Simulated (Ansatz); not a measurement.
Consider the ligand exchange at a B–F bond: `FB[SiH2][SiH3]` + H₂S → `[SiH3][SiH2]BS` + H–F.

Program: Ansatz. Geometries: PBE0-D4/def2-TZVP. ΔE: electronic, gas phase. CBS: MP2 limit from def2 TZ/QZ plus the TZ coupled-cluster correction, frozen cores. This one scheme is used for every species. Functionals use def2-TZVPP. One conformer a species, not always the lowest.

| species | ωB97M-V energy (Eh) |
| --- | --- |
| `FB[SiH2][SiH3]` | -707.27867 |
| H₂S | -399.37365 |
| `[SiH3][SiH2]BS` | -1006.17924 |
| H–F | -100.46072 |

Question: Work out ΔE.

Answer: ΔE = (-1006.17924) + (-100.46072) − (-707.27867) − (-399.37365) = 0.01236 Eh = +32.5 kJ/mol. CCSD(T)/CBS gives +22.5 kJ/mol.

Largest T1 diagnostic among the species: 0.016.

The D4 term adds −9.2 kJ/mol with B3LYP and −5.1 kJ/mol with PBE0; it sums over pairs of atoms, weighted by their polarisabilities, and B3LYP, whose exchange is more repulsive, gets the larger term. In def2-TZVPP, CCSD(T) changes the Hartree–Fock value by −30.2 kJ/mol (the triples alone add −5.4 kJ/mol) and MP2 by −37.8 kJ/mol.

B3LYP here is the variant with VWN-RPA as its local correlation; programs differ in this.
